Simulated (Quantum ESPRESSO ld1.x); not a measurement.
Species: Ag. Configuration: [Kr] 4d10 5s1 (the NIST ground configuration). Calculated with ld1.x of Quantum ESPRESSO 7.5: Dirac Kohn-Sham, LDA (Slater exchange, Perdew-Wang correlation), spin-unpolarised, spherical densities, point nucleus. Some entries of the table are withheld. Estimate them.

orbital  occ.  eigenvalue (eV)  r(max) (bohr)
1s1/2       2         -25284.1        0.02018
2s1/2       2         -3722.70            (1)
2p1/2       2              (2)            (3)
2p3/2       4              (4)            (5)
3s1/2       2         -682.036         0.3332
3p1/2       2              (6)         0.3194
3p3/2       4              (7)         0.3294
3d3/2       4         -362.288         0.2718
3d5/2       6         -356.059         0.2747
4s1/2       2              (8)         0.8216
4p1/2       2              (9)         0.8584
4p3/2       4             (10)         0.8838
4d3/2       4          -8.0039          1.030
4d5/2       6          -7.4423          1.042
5s1/2       1          -4.7140          2.485

Answer. 
(1) 2s1/2 r(max) (bohr): 0.1142
(2) 2p1/2 eigenvalue (eV): -3461.56
(3) 2p1/2 r(max) (bohr): 0.08820
(4) 2p3/2 eigenvalue (eV): -3286.50
(5) 2p3/2 r(max) (bohr): 0.09246
(6) 3p1/2 eigenvalue (eV): -578.032
(7) 3p3/2 eigenvalue (eV): -547.134
(8) 4s1/2 eigenvalue (eV): -95.0215
(9) 4p1/2 eigenvalue (eV): -62.1974
(10) 4p3/2 eigenvalue (eV): -57.0379
